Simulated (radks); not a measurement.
Q: All-electron atom: the cerium ion Ce2+ in [Kr] 4d10 4f2 5s2 5p4 6s2 (not the ground configuration). Method: scalar-relativistic Kohn-Sham, exchange-only PBE, spin-polarised, spherical densities, point nucleus; open shells are filled with parallel spins first (spin-orbit coupling, left out, can overturn this in heavy ions); computed with a radial shooting solver on a logarithmic mesh with Libxc functionals. Some entries of the table are withheld. Estimate them.

| orbital | occ. | eigenvalue (hartree) | <1/r> (bohr^-1) | r(max) (bohr) |
|---|---|---|---|---|
| 1s up | 1 | -1480.593 | 63.35 | 0.01574 |
| 1s down | 1 | -1480.588 | 63.35 | 0.01574 |
| 2s up | 1 | -237.5279 | 14.60 | 0.08906 |
| 2s down | 1 | -237.5256 | 14.60 | 0.08906 |
| 2p up | 3 | -212.7920 | 13.83 | 0.07167 |
| 2p down | 3 | -212.7880 | 13.83 | 0.07167 |
| 3s up | 1 | -51.53616 | 5.300 | 0.2546 |
| 3s down | 1 | -51.51418 | 5.302 | 0.2546 |
| 3p up | 3 | -43.67056 | 5.018 | 0.2492 |
| 3p down | 3 | -43.64805 | 5.020 | 0.2492 |
| 3d up | 5 | -32.50044 | 4.761 | 0.2051 |
| 3d down | 5 | -32.48212 | 4.762 | 0.2051 |
| 4s up | 1 | -10.87241 | 2.206 | 0.5934 |
| 4s down | 1 | -10.80739 | 2.206 | 0.5934 |
| 4p up | 3 | -8.31283 | 2.032 | 0.6199 |
| 4p down | 3 | -8.24625 | 2.034 | 0.6197 |
| 4d up | 5 | -4.63411 | 1.765 | 0.6541 |
| 4d down | 5 | -4.56222 | 1.770 | 0.6537 |
| 5s up | 1 | -2.16099 | 0.8777 | 1.374 |
| 5s down | 1 | -2.03776 | 0.8755 | 1.371 |
| 5p up | 3 | (1) | 0.7613 | 1.538 |
| 5p down | 1 | (2) | 0.7505 | 1.542 |
| 4f up | 2 | -0.80905 | (3) | 0.7241 |
| 4f down | 0 | -0.71747 | (4) | 0.7185 |
| 6s up | 1 | -0.58309 | 0.3685 | 3.205 |
| 6s down | 1 | -0.56237 | 0.3554 | 3.303 |

A: 
(1) 5p up eigenvalue (hartree): -1.50979
(2) 5p down eigenvalue (hartree): -1.39374
(3) 4f up <1/r> (bohr^-1): 1.187
(4) 4f down <1/r> (bohr^-1): 1.196
